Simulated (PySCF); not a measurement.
## C₆ coefficients of unlike pairs at PBE

Calculated with PySCF 2.14 from the dipole response of each species, C₆(A,B) = (3/π) ∫ α_A(iu) α_B(iu) du, in atomic units, from isotropic polarisabilities. For ions this is the dispersion term alone; charge-induced terms of lower order in 1/R come first.

```csv
species,configuration,basis,relativity,α (bohr³),C₆ (like pair)
Ca+,[Ar] 4s1 (2S),dyall-av3z (25s18p5d4f),spin-free X2C,79.01,573.2
Sr+,[Kr] 5s1 (2S),def2-TZVPPD with the def2 core potential (28 electrons) (6s4p3d1f),core potential,96.37,846.9
Pt(3+),[Xe] 4f14 5d7 (4F),def2-QZVPPD with the def2 core potential (60 electrons) (7s5p4d4f2g),core potential,6.461,36.81
Cr(2+),[Ar] 3d4 (5D),aug-cc-pwCVTZ-DK (10s9p7d4f3g),spin-free X2C,4.658,13.98
```

Q: Estimate C₆ for Pt(3+) with Ca+.

A: The integral gives 94.94. The combination rule 2 C_A C_B / (C_A α_B/α_A + C_B α_A/α_B) gives 84.90 and the geometric mean 145.2.

No spin-orbit coupling is included.

The other pairs:

```tsv
pair	C₆
Cr(2+), Sr+	78.79
Sr+, Ca+	696.2
Pt(3+), Sr+	118.1
Cr(2+), Pt(3+)	22.59
Cr(2+), Ca+	63.61
```
